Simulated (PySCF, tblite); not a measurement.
A set of runs on `c1ccc([c]c1C)C#C` [radical]; the geometry of each is named by its level. Settings lines and outputs come from a driver script.

C9H7 (doublet state).
SMILES with atom numbers: `[CH:1]#[C:2][c:3]1[c:4][c:5]([CH3:6])[cH:7][cH:8][cH:9]1` (hydrogens: H10 on C1; H11, H12, H13 on C6; H14 on C7; H15 on C8; H16 on C9)

Step 1: GFN2-xTB geometry optimisation, gas phase (tblite 0.8.0) (from a force-field or distance-geometry start)
```json
{"job": {"kind": "relax", "xc": "GFN2-xTB", "basis": "xTB"}, "charge": 0, "multiplicity": 2}
```
```
step      E/eV     max force
  0    -616.45712    2.372
  1    -616.52939    1.984
  2    -616.52347    2.683
...
 26    -616.57619    0.011
 27    -616.57621    0.011
 28    -616.57622    0.012
 29    -616.57623    0.011
 30    -616.57624    0.010
```

Energy lowered by 2.7 kcal/mol over 30 steps; largest atomic force 0.010 eV/Å at the end. «max force» is the largest atomic force in eV/Å.

Time: 0.18 s of wall time. Hardware: an INTEL XEON PLATINUM 8581C at 2.30 GHz with one thread, shared host.

Step 2: GFN2-xTB harmonic vibrations, gas phase (tblite 0.8.0) (on the GFN2-xTB geometry)
```json
{"job": {"kind": "ir", "xc": "GFN2-xTB", "basis": "xTB"}, "charge": 0, "multiplicity": 2}
```
```
(table of modes left out)
```

42 modes from -40 to 3395 cm⁻¹ (unscaled, harmonic, a negative number standing for an imaginary wavenumber); zero-point energy 75.5 kcal/mol from the real modes; the lowest is imaginary at this level.

Time: 0.53 s wall. Hardware: INTEL XEON PLATINUM 8581C at 2.30 GHz, one thread (shared host).

Step 3: UKS B3LYP, pcH-1 on C H, non-relativistic, mean-field spin-orbit, GIAO (PySCF 2.14.0) (on the GFN2-xTB geometry)
```json
{"job": {"kind": "epr", "basis": "pcH-1"}, "charge": 0, "multiplicity": 2}
```
```
...
E = -347.04783642 Eh   <S^2> = 0.7578 (exact 0.7500)
g shifts (ppm)      1          2          3
  rmc          -166       -166       -166
  gc             24         14          3
  oz_so        -554        -47        769
  total        -695       -199        606
hyperfine (MHz)  atom isotope    a_iso     a_fc   dipolar eigenvalues
    0   13C      -0.84      -0.84     -3.11      0.18      2.93
    1   13C      33.02      33.02     -2.42     -1.13      3.56
    2   13C       8.25       8.25    -14.16     -2.66     16.81
    3   13C     404.70     404.70    -79.95    -61.94    141.88
    4   13C      13.23      13.23    -14.36     -2.06     16.42
    5   13C      28.44      28.44     -2.97     -2.68      5.65
    6   13C      42.10      42.10     -6.34     -1.75      8.09
    7   13C      -4.93      -4.93     -6.14      2.14      4.00
    8   13C      37.71      37.71     -6.02     -1.89      7.91
    9    1H       2.07       2.07     -0.73     -0.45      1.18
   10    1H      -1.67      -1.67     -2.37     -1.88      4.24
   11    1H      -2.88      -2.88     -5.34     -3.03      8.37
   12    1H      -5.90      -5.90     -2.89     -2.33      5.22
   13    1H      18.95      18.95     -3.11     -2.24      5.34
   14    1H       5.68       5.68     -1.62      0.26      1.36
...
```

⟨S²⟩ 0.758; g_iso 2.0022. rmc, gc and oz_so are the mass-correction, gauge-correction and orbital-Zeeman/spin–orbit parts of the g shift along its three principal axes; a_iso is the isotropic hyperfine coupling and a_fc its Fermi-contact part. The log counts atoms from 0, this text from 1.

Hardware: one thread of an INTEL XEON PLATINUM 8581C at 2.30 GHz, no GPU (shared host). Cost: 73 s (grids of density and orbitals included), 1.1 GiB resident at most.

Geometry of the electronic-property runs (GFN2-xTB):
```
atom  x, y, z in Å
C1     3.2831    1.7788    0.9443
C2     2.3315    1.1228    0.6203
C3     1.2146    0.3446    0.2354
C4    -0.0730    0.8176    0.2782
C5    -1.1924    0.1237   -0.0802
C6    -2.5716    0.7031    0.0065
C7    -0.9888   -1.1880   -0.5248
C8     0.2876   -1.7190   -0.5883
C9     1.3891   -0.9742   -0.2167
H10    4.1097    2.3578    1.2308
H11   -3.1925    0.3443   -0.8115
H12   -2.5322    1.7887   -0.0235
H13   -3.0412    0.4045    0.9442
H14   -1.8445   -1.7789   -0.8208
H15    0.4250   -2.7332   -0.9364
H16    2.3877   -1.3835   -0.2689
```

 GFN2-xTB frequencies show an imaginary mode (40i cm⁻¹), so this geometry is no minimum at that level. (This holds for the electronic-property runs.)
